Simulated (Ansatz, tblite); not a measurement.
Forces on [SnCl3]- (SnCl3⁻) at its PBE-D4/def2-SVPD geometry. Total charge -1; singlet.

In the def2 sets Sn takes a core potential; there is no spin–orbit coupling. The xTB rows come from tblite.

GFN1-xTB (tblite), largest force 0.55 eV/Å:

```xyz
4
positions Å, forces eV/Å
Sn    0.470    0.786    0.097   -0.280   -0.469   -0.058
Cl   -0.176    0.021   -2.240    0.096    0.125    0.260
Cl   -1.805    0.570    1.211    0.273    0.066   -0.116
Cl    1.511   -1.377    0.932   -0.088    0.278   -0.086
```

GFN2-xTB (tblite), largest force 0.78 eV/Å:

```
Sn -0.398 -0.666 -0.082
Cl 0.135 0.182 0.336
Cl 0.363 0.106 -0.147
Cl -0.101 0.378 -0.108
```

r2SCAN-D4/def2-TZVPD (Ansatz), largest force 0.61 eV/Å:

```
Sn -0.313 -0.523 -0.064
Cl 0.108 0.118 0.465
Cl 0.436 0.007 -0.228
Cl -0.231 0.398 -0.172
```
